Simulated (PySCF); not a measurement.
# Correlation energy of Pb²⁺ (lead, charge +2)

[Xe] 4f14 5d10 6s2, closed-shell 1S. All numbers are calculated (PySCF 2.14, scalar relativity through the core potential, in def2-TZVPPD with the def2 core potential (60 electrons)). Frozen: 5s2 5p6 5d10; 2 electrons correlated.

With two correlated electrons CCSD is exact within the correlated space (frozen core and kept virtual orbitals).

```tsv
level	correlation energy (mhartree)
CCSD	-27.73
```

Diagnostics: T1 = 0.0024, D1 = 0.0035, largest double amplitude 0.077.

Cost of the coupled-cluster step: about 0.3 core-seconds, for 2 correlated electrons.

Iterations:

```
CC2 = 0
CCSD nocc = 1, nmo = 47
frozen orbitals [0, 1, 2, 3, 4, 5, 6, 7, 8]
max_cycle = 100
direct = 0
conv_tol = 1e-08
conv_tol_normt = 1e-06
diis_space = 8
diis_start_cycle = 0
Init t2, MP2 energy = -191.129879119637  E_corr(MP2) -0.0207784721443449
Init E_corr(CCSD) = -0.0207784721446105
cycle = 1  E_corr(CCSD) = -0.0254340826642476  dE = -0.00465561052  norm(t1,t2) = 0.0303298
cycle = 2  E_corr(CCSD) = -0.0268934587705508  dE = -0.00145937611  norm(t1,t2) = 0.0112592
cycle = 3  E_corr(CCSD) = -0.0277395037798825  dE = -0.000846045009  norm(t1,t2) = 0.00433908
cycle = 4  E_corr(CCSD) = -0.0277305364373146  dE = 8.96734257e-06  norm(t1,t2) = 0.000108777
cycle = 5  E_corr(CCSD) = -0.0277305345119696  dE = 1.92534505e-09  norm(t1,t2) = 1.14615e-05
cycle = 6  E_corr(CCSD) = -0.0277303022707312  dE = 2.32241238e-07  norm(t1,t2) = 1.19913e-06
cycle = 7  E_corr(CCSD) = -0.0277303407289826  dE = -3.84582514e-08  norm(t1,t2) = 1.85563e-07
cycle = 8  E_corr(CCSD) = -0.0277303377435554  dE = 2.98542727e-09  norm(t1,t2) = 2.79919e-08
CCSD converged
E(CCSD) = -191.1368309852358  E_corr = -0.02773033774355536
```
